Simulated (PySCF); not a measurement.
**Structure elucidation problem**

An unknown has the formula C8H9F. Its calculated NMR data are:

$^{1}$H NMR (400 MHz, computed): δ 6.96 (m, 2H), 6.76 (m, 2H), 2.46 (q, 2H), 1.12 (t, 3H).

$^{13}$C{$^{1}$H} NMR (computed): δ 157.7 (C), 132.7 (C), 123.2 (CH, 2C), 109.4 (CH, 2C), 34.0 (CH2), 21.9 (CH3).

[PySCF: coordinates at the PBE0-D3(BJ)/def2-SVP level; NMR shieldings at KT3/pcSseg-1/GIAO; one averaged value for each set of equivalent atoms; single conformer; non-relativistic Hamiltonian; in vacuum]

δ = σ(ref) − σ, references computed at the same level: TMS for $^{1}$H (σ = 31.32 ppm) and $^{13}$C (σ = 182.31 ppm).

**Question.** What is the structure?

**Answer.** 
1. The formula gives 4 degrees of unsaturation (1 ring in the answer).
2. 6 carbon signals for 8 carbons: some carbons are equivalent by symmetry or fast rotation.
3. Carbon types of the structure: 2 × C, 4 × CH, 1 × CH2, 1 × CH3, which accounts for all hydrogens.
4. δC 157.7: aromatic carbon bearing fluorine; the electronegative substituent deshields the carbon that carries it.
5. δC 132.7: substituted aromatic carbon.
6. δC 123.2, 109.4: aromatic CH.
7. δC 34.0: sp3 CH2 on an aromatic ring; a saturated carbon with 2 carbon neighbours and no heteroatom attached.
8. δC 21.9: methyl carbon; aliphatic region, no heteroatom directly attached.
9. δH 6.96, 6.76: hydrogen on an aromatic CH; aromatic region.
10. δH 2.46: hydrogen on an sp3 CH2 on an aromatic ring; benzylic-type position, deshielded by the ring.

These data were computed for 1-ethyl-4-fluorobenzene (SMILES CCc1ccc(F)cc1).

This is the structure that produced the data.

Splittings by $^{19}$F in the carbon and heteronuclear signals aren't shown, as no couplings were computed. Shifts are as computed, not scaled to solution data. Of 1211 compounds with measured shifts, 218 miss one by over three times the rms of a fit or turn the order of signals round; such compounds aren't used in these exercises. Multiplicities follow the n + 1 count of equivalent neighbours, as no J values were calculated; m marks all less simple cases, F and P coupling included.
